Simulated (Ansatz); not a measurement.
`O=CB[TeH]` + HCl → `ClB[TeH]` + `C=O` at 600 K and 1 bar (ligand exchange at a B–C bond).

Gas-phase electronic energies from Ansatz, PBE0-D4/def2-TZVP geometries. CBS: MP2 limit from def2 TZ/QZ plus the TZ coupled-cluster correction, frozen cores. This one scheme is used for every species. Elements past krypton have def2 core potentials. For Te outer-core shells are correlated without core-valence functions, which leaves a few kJ/mol of doubt a bond. One conformer a species, not always the lowest.

```json
{"species": "`O=CB[TeH]`", "CCSD(T)/CBS energy (Eh)": "-407.52349", "H − E (kJ/mol)": "145.2", "S (J/(mol·K))": "399.1"}
{"species": "HCl", "CCSD(T)/CBS energy (Eh)": "-460.38127", "H − E (kJ/mol)": "35.4", "S (J/(mol·K))": "207.2"}
{"species": "`ClB[TeH]`", "CCSD(T)/CBS energy (Eh)": "-753.54186", "H − E (kJ/mol)": "91.2", "S (J/(mol·K))": "354.2"}
{"species": "`C=O`", "CCSD(T)/CBS energy (Eh)": "-114.39408", "H − E (kJ/mol)": "92.5", "S (J/(mol·K))": "246.7"}
```

H − E and S are ideal-gas, rigid-rotor, harmonic terms from PBE0-D4/def2-TZVP, for one conformer and one mirror image of each species. 1 Eh = 2625.50 kJ/mol, R = 8.31446 J/(mol·K).

**Question.** By hand: ΔE, ΔH, ΔS and ΔG.

**Answer.** ΔE = (-753.54186) + (-114.39408) − (-407.52349) − (-460.38127) = -0.03118 Eh = -81.9 kJ/mol. Δ(H − E) = 91.2 + 92.5 − 145.2 − 35.4 = 3.1, so ΔH = -78.8 kJ/mol. ΔS = 354.2 + 246.7 − 399.1 − 207.2 = -5.4 J/(mol·K). ΔG = -78.8 − 600 × (-5.4)/1000 = -75.6 kJ/mol.

**Question.** By hand: the equilibrium constant, and the temperature at which ΔG would vanish if ΔH and ΔS stayed fixed.

**Answer.** log₁₀ K = −ΔG/(RT ln 10) = 6.6. ΔG = 0 at ΔH/ΔS = 14593 K, far beyond where these terms or the molecules hold.

The number of gas molecules stays the same, so ΔS is small and ΔH decides. A doubt of 5 kJ/mol in ΔE shifts log₁₀ K by 0.4 here. Other conformers and mirror images would add mixing entropy, several J/(mol·K) or more a flexible species. Modes under 60 cm⁻¹, often nearly free rotors, make the harmonic entropy too high. These are equilibria of isolated gas molecules and say nothing of rates. Largest T1 diagnostic: 0.017 (customary marks: 0.02 for closed shells, 0.045 for open ones).
